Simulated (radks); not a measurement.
Q: Mo V, configuration [Kr] 4d1 5d1 (not the ground configuration). Calculated with a radial shooting solver on a logarithmic mesh with Libxc functionals: Dirac Kohn-Sham, XLYP, spin-unpolarised, spherical densities, point nucleus; open shells are shared between the two j in proportion to 2j + 1. Some entries of the table are withheld. Estimate them.

orbital,occ.,eigenvalue (Ry),<1/r> (bohr^-1),r(max) (bohr)
1s1/2,2,-1460.902,43.56,0.02287
2s1/2,2,-209.9612,9.914,0.1297
2p1/2,2,-193.5080,9.890,0.1009
2p3/2,4,-185.6705,9.417,0.1047
3s1/2,2,-39.20647,3.392,0.3836
3p1/2,2,-32.94975,3.292,0.3708
3p3/2,4,-31.65741,3.178,0.3801
3d3/2,4,-20.59911,2.990,0.3205
3d5/2,6,-20.35407,2.961,0.3232
4s1/2,2,-8.71562,1.271,0.9787
4p1/2,2,(1),1.164,1.036
4p3/2,4,(2),1.133,1.058
4d3/2,0.4,-3.86392,0.8954,(3)
4d5/2,0.6,-3.83794,0.8890,(4)
5d3/2,0.4,-1.66489,0.3807,3.344
5d5/2,0.6,-1.65890,0.3792,3.359

A: 
(1) 4p1/2 eigenvalue (Ry): -6.87201
(2) 4p3/2 eigenvalue (Ry): -6.66844
(3) 4d3/2 r(max) (bohr): 1.243
(4) 4d5/2 r(max) (bohr): 1.251
